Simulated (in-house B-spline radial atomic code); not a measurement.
How numerical settings move a run on C II (C+), [He] 2s2 2p1. Computed with an all-electron radial atomic-structure program (B-spline basis): Dirac-Kohn-Sham PBE0, spherical fractional occupations, Fermi nucleus of rms radius 2.4702 fm.

Command:
```bash
python run_scf.py task.json out
```
Settings of the sound reference run:
```
Z                6
electrons        5
configuration    [He] 2s2 2p1
hamiltonian      dirac
method           pbe0
spin_polarised   False
nucleus          fermi
rms_radius       2.4702
mass_number      12
atomic_mass      12
speed_of_light   137.036
knot_spacing     0.22
spline_order     8
gauss_points     12
box_radius       35.29
max_iterations   70
damping          0.5
damped_steps     3
diis_vectors     10
tolerance        1e-08
start            Thomas-Fermi
```

Run time, properties included: 1.5 s on 1 thread of Arm Neoverse N1, on a shared host.

It converges in 8 iterations to -37.321944 hartree, with 2p3/2 at -15.983 eV. The other runs change the listed settings, some to values that make no sense; their results aren't properties of the atom or ion. Radii are in bohr (the nuclear one in fm), a minus after a letter asks for a j subshell, and «unchanged» means within 1e-8 hartree. The run stops when the residual is below 10 × tolerance × max(1, Z/10), or a noise floor if that is larger, and the energy moves by less than 1e-8 × √|E| hartree; so very loose and very tight tolerances often act alike.

```tsv
changed settings	outcome
knot_spacing = 0.75, max_iterations = 100, damped_steps = 8, diis_vectors = 20	converged in 12 iterations, energy +6.78e-03 hartree from the reference, 2p3/2 level -7.7e-03 eV
first_knot = 0.5, max_iterations = 100, damped_steps = 1, tolerance = 1e-05	converged in 6 iterations, energy +3.88e-02 hartree from the reference, 2p3/2 level +1.6e-01 eV
electrons = 13, configuration = [He] 2s2 2p1 4s2 4p6, max_iterations = 75	converged in 23 iterations to -36.5336 hartree, a different physical problem (warning: 4s1/2 has a positive eigenvalue: unbound, held by the box)
knot_spacing = 0.75	converged in 8 iterations, energy +6.78e-03 hartree from the reference, 2p3/2 level -7.7e-03 eV
method = hf, speed_of_light = 3.001088	stopped with error: Z/c is past the critical charge
knot_spacing = 0.3	converged in 8 iterations, energy +3.42e-06 hartree from the reference, 2p3/2 level -4.1e-05 eV
electrons = 6, configuration = [He] 2s2 2p1 3p-1, max_iterations = 50	converged in 10 iterations to -37.4111 hartree, a different physical problem (warning: 3p1/2 reaches the box edge)
spline_order = 5, gauss_points = 3, max_iterations = 60, diis_vectors = 4, start = bare nucleus	converged in 10 iterations, energy -3.18e-06 hartree from the reference, 2p3/2 level -2.7e-06 eV
diis_vectors = 1	not converged after 70 iterations, last residual 4.0e-07, last energy -5.10e-10 hartree from the reference
damping = 0.2	converged in 7 iterations, energy unchanged, 2p3/2 level -2.1e-06 eV
knot_spacing = 0.4	converged in 8 iterations, energy +4.48e-06 hartree from the reference, 2p3/2 level +2.1e-05 eV
knot_spacing = 1	converged in 9 iterations, energy +8.23e-02 hartree from the reference, 2p3/2 level -3.8e-02 eV
diis_vectors = 20	converged in 8 iterations, energy unchanged
knot_spacing = 0.3, max_iterations = 2, damping = 0.2	not converged after 2 iterations, last residual 3.6e-02, last energy +3.77e-02 hartree from the reference
diis_vectors = 2	converged in 8 iterations, energy unchanged, 2p3/2 level +2.8e-05 eV
knot_spacing = 1.4	converged in 8 iterations, energy +2.94e-02 hartree from the reference, 2p3/2 level -1.9e-01 eV
```

(1) What happens with knot_spacing = 0.15?

(2) What happens with damping = 0.95?

(3) What happens with knot_spacing = 0.1?

(4) What happens with box_radius = 10.59, max_iterations = 100, tolerance = 1e-10?

Answers

(1) Converged in 9 iterations, energy -3.49e-07 hartree from the reference, 2p3/2 level +8.5e-06 eV.

(2) Converged in 8 iterations, energy unchanged, 2p3/2 level -8.4e-06 eV.

(3) Converged in 9 iterations, energy -3.73e-07 hartree from the reference, 2p3/2 level +8.5e-06 eV.

(4) Converged in 8 iterations, energy +6.59e-08 hartree from the reference, 2p3/2 level +1.1e-05 eV (the program warns: 2p3/2 reaches the box edge; 2p1/2 reaches the box edge).
